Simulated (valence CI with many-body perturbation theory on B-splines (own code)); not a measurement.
## Nd11+: calculated level list

Computed by valence CI with perturbative core correlation (CI+MBPT): three valence electrons over a frozen Dirac-Fock core [Kr] 4d10, a basis of 7 s, 7 p, 7 d, 7 f, 4 g, 2 h functions for each j, with the one-electron correlation potential Σ1, the two-electron term Σ2, the three-electron term Σ3, Breit, model QED; selected CI, second order for the rest, scaled by the run's own slope (own B-spline code, finite nucleus).

No measured spectrum was set against this ion. As an estimate, terms of the open shell hold to a few per cent of their energy, and close levels can change places; configurations with another count of f electrons can be misplaced by thousands of cm⁻¹.

Levels 1 to 45 of 200, with energies above the lowest level, 4f 5s2 2F°_5/2. "Leading %" is the weight of the configuration and term that name the level; weights of strongly mixed levels are sums over their largest components and can fall short. In the jj column 3d3/2^4 stands for four electrons in 3d with j = 3/2.

```
No.  Configuration  Term     J  E (cm⁻¹)  Leading %  Second component              Leading jj
  1         4f 5s2   2F°   5/2       0.0         98                         4f5/2 5s^2 (98 %)
  2         4f 5s2   2F°   7/2      4204         98                         4f7/2 5s^2 (98 %)
  3         5s2 5p   2P°   1/2     52963         98                         5s^2 5p1/2 (98 %)
  4         5s2 5p   2P°   3/2     98336         98                         5s^2 5p3/2 (98 %)
  5         4f2 5s    4H   7/2    123410         98                         4f5/2^2 5s (85 %)
  6         4f2 5s    4H   9/2    125020         97                     4f5/2 4f7/2 5s (52 %)
  7         4f2 5s    4H  11/2    127210         99                     4f5/2 4f7/2 5s (85 %)
  8         4f2 5s    4H  13/2    129720        100                         4f7/2^2 5s (82 %)
  9         4f2 5s    4F   3/2    130850         98                         4f5/2^2 5s (66 %)
 10         4f2 5s    4F   5/2    131860         98                     4f5/2 4f7/2 5s (60 %)
 11         4f2 5s    4F   7/2    133180         97                     4f5/2 4f7/2 5s (92 %)
 12         4f2 5s    4F   9/2    134020         76    17 % 4f2 5s 2G   4f5/2 4f7/2 5s (60 %)
 13         4f2 5s    2H   9/2    136190         83    11 % 4f2 5s 4F   4f5/2 4f7/2 5s (62 %)
 14         4f2 5s    2G   7/2    139150         88     8 % 4f2 5s 2F   4f5/2 4f7/2 5s (65 %)
 15         4f2 5s    2H  11/2    140470         98                         4f7/2^2 5s (65 %)
 16         4f2 5s    2G   9/2    140790         78    12 % 4f2 5s 4F       4f7/2^2 5s (73 %)
 17         4f2 5s    2F   5/2    143080         94                     4f5/2 4f7/2 5s (61 %)
 18         4f2 5s    2F   7/2    146610         91     7 % 4f2 5s 2G       4f7/2^2 5s (71 %)
 19       4f 5s 5p    4G   5/2    149290         57  23 % 4f 5s 5p 4F   4f5/2 5s 5p1/2 (96 %)
 20         4f2 5s    2D   5/2    152490         77    17 % 4f2 5s 4P   4f5/2 4f7/2 5s (53 %)
 21         4f2 5s    2D   3/2    152810         90     5 % 4f2 5s 4P       4f7/2^2 5s (36 %)
 22       4f 5s 5p    4F   7/2    154030         45  39 % 4f 5s 5p 4G   4f7/2 5s 5p1/2 (70 %)
 23         4f2 5s    4P   1/2    155760         98                         4f5/2^2 5s (47 %)
 24       4f 5s 5p    4F   3/2    156690         53    32 % 4f2 5s 4P   4f5/2 5s 5p1/2 (56 %)
 25         4f2 5s    4P   3/2    157000         62  24 % 4f 5s 5p 4F   4f5/2 4f7/2 5s (57 %)
 26         4f2 5s    4P   5/2    158650         77    15 % 4f2 5s 2D       4f7/2^2 5s (69 %)
 27       4f 5s 5p    2F   7/2    158650         46  22 % 4f 5s 5p 4D   4f5/2 5s 5p1/2 (59 %)
 28         4f2 5s    2I  13/2    159190        100                     4f5/2 4f7/2 5s (82 %)
 29         4f2 5s    2I  11/2    159250         99                     4f5/2 4f7/2 5s (80 %)
 30       4f 5s 5p    4F   5/2    159360         39  21 % 4f 5s 5p 4D   4f5/2 5s 5p1/2 (41 %)
 31       4f 5s 5p    4F   9/2    162000         48  38 % 4f 5s 5p 4G   4f7/2 5s 5p1/2 (84 %)
 32         4f2 5s    2P   1/2    167290         98                     4f5/2 4f7/2 5s (70 %)
 33       4f 5s 5p    2F   5/2    167440         47  32 % 4f 5s 5p 2D   4f5/2 5s 5p1/2 (44 %)
 34         4f2 5s    2P   3/2    168840         97                     4f5/2 4f7/2 5s (52 %)
 35       4f 5s 5p    2G   7/2    170980         48  17 % 4f 5s 5p 4D   4f7/2 5s 5p1/2 (84 %)
 36       4f 5s 5p    4F   7/2    192670         39  26 % 4f 5s 5p 4G   4f5/2 5s 5p3/2 (89 %)
 37       4f 5s 5p    4G   9/2    193660         55  44 % 4f 5s 5p 4F   4f7/2 5s 5p3/2 (60 %)
 38       4f 5s 5p    4D   5/2    195320         41  33 % 4f 5s 5p 4F   4f5/2 5s 5p3/2 (94 %)
 39         4f2 5s    2S   1/2    197250         88     5 % 5s 5p2 4P       4f7/2^2 5s (63 %)
 40       4f 5s 5p    4G  11/2    198920        100                    4f7/2 5s 5p3/2 (100 %)
 41       4f 5s 5p    4D   3/2    199420         79  14 % 4f 5s 5p 4F   4f5/2 5s 5p3/2 (96 %)
 42       4f 5s 5p    2F   7/2    200720         36  29 % 4f 5s 5p 4D   4f7/2 5s 5p3/2 (90 %)
 43       4f 5s 5p    4D   1/2    201890        100                    4f5/2 5s 5p3/2 (100 %)
 44       4f 5s 5p    2D   5/2    205880         41  31 % 4f 5s 5p 4D   4f7/2 5s 5p3/2 (91 %)
 45       4f 5s 5p    2G   9/2    208880         92   5 % 4f 5s 5p 4F   4f5/2 5s 5p3/2 (61 %)
```

Names give the largest LS component (configuration and term), which can be under half, so a name can repeat, a term be missing and a line seem to break the LS rules; names also repeat where a configuration has a term twice.

Where two levels of one J and parity lie close, their mixing, g and order are uncertain.

The ionisation energy to 5s2 1S_0 of the next ion comes out as 192.76 eV (NIST: 195 ± 10 eV (theoretical)). All 200 levels together are meant to be complete up to 443930 cm⁻¹.
